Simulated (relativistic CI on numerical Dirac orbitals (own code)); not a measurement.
Tm⁵¹⁺: sensitivity of the levels to the model

Base calculation: Dirac-Coulomb-Breit CI, separate exchange-only KLI orbitals for each configuration, a model potential for QED, unscaled Slater integrals.

Configuration list (outside the closed core [Ne]): 3s2.3p6, 3s2.3p5.3d, 3s.3p6.3d, 3s2.3p5.4s, 3s2.3p5.4p, 3s2.3p5.4d, 3p6.3d.4p, 3s.3p6.4s, 3p6.3d2, 3p5.3d3, 3p5.3d2.4s, 3p5.3d2.4p, 3p5.3d2.4d, 3p6.3d.4s, 3p5.3d.4s2, 3p5.3d.4s.4p, 3p5.3d.4s.4d. Double excitations out of closed p, d and f shells are left out; levels of such configurations are missing from the list, as are those of other unlisted configurations, and high levels can miss mixing partners.

Variants: (1) non-relativistic limit. Shifts of the energy above 3s2.3p6 1S_0, in eV, for the lowest level and the first level of each name with at least 55 % of one term (blank where a level changes its place among those of its configuration and J or its character, or is not in the variant):

```
           Level     Base     Δ(1)
    3s2.3p6 1S_0     0.00     0.00
3s2.3p5.3d 3P°_0   216.35   -10.35
3s2.3p5.3d 3P°_1   226.27   -20.27
3s2.3p5.3d 3F°_3   230.89   -16.43
3s2.3p5.3d 3F°_4   280.41   -65.94
3s2.3p5.3d 3D°_3   295.98         
3s2.3p5.3d 3F°_2   473.73         
  3s.3p6.3d 3D_1   671.52  -282.52
  3s.3p6.3d 3D_2   677.39  -288.40
  3s.3p6.3d 3D_3   727.68  -338.69
  3s.3p6.3d 1D_2   740.74  -335.24
    3p6.3d2 3F_2  1358.09  -568.91
    3p6.3d2 3P_0  1380.26  -577.22
    3p6.3d2 3F_3  1410.70  -621.51
```

At this charge energies of transitions that change n are usually good to better than 1 %, and those within a shell (Δn = 0) to a few per cent.

Ionisation energy from the two ground configurations alone: base 4811.69 eV. The NIST ASD value (theoretical) is 4812 eV.

LS names give the leading component of a level, which can be under half, so a name can repeat, a term be missing and a line seem to break the LS rules.
